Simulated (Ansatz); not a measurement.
Basis sets compared for the cluster W4Se8⁻. Charge -1, multiplicity 2. Geometry PBE-D4/def2-SVP. Ansatz on 2 threads of AMD EPYC 7R13 on a shared host and a share (18 GiB) of an NVIDIA H100 80GB HBM3; times are rough, and most runs start from earlier orbitals.

Cartesian coordinates in Å:
```
W 0.374 -0.186 2.359
W -0.111 -0.872 -2.185
W 1.013 0.935 -0.031
W -1.447 0.467 -0.260
Se 1.964 0.435 -2.320
Se -0.598 2.825 -0.276
Se 0.075 -1.612 0.250
Se -2.103 0.466 -2.684
Se -0.228 -2.952 -3.198
Se -2.011 0.339 2.313
Se 1.330 -1.684 3.837
Se 1.740 1.839 2.192
```

In the def2 sets W takes a core potential; there is no spin–orbit coupling. Single mean-field runs in def2-TZVP are fitted with def2-universal-jkfit. At PBE0-D4/def2-SVP, PBE0-D4/def2-TZVP the charge -1 doublet is spin-contaminated (final ⟨S²⟩ up to 0.88, 0.75 for a pure state). No other spin state of charge -1 was run. Another isomer (doublet) lies 0.89 eV lower at PBE0-D4/def2-TZVP; other spin states weren't run for this one.

```
           level  functions  energy (Eh)  HOMO (eV)  LUMO (eV)  wall time
 PBE-D4/def2-SVP        384  -19476.5655      -1.50      -1.23       12 s
PBE0-D4/def2-SVP        384  -19476.8891      -2.40      -0.65       23 s
```

Problem. Estimate the rows for PBE-D4/def2-TZVP (with forces), PBE0-D4/def2-TZVP.

Solution. 
| level | functions | energy (Eh) | HOMO (eV) | LUMO (eV) | wall time |
| --- | --- | --- | --- | --- | --- |
| PBE-D4/def2-TZVP (with forces) | 544 | -19478.9853 | -1.51 | -1.24 | 10 s |
| PBE0-D4/def2-TZVP | 544 | -19479.3202 | -2.37 | -0.61 | 18 s |
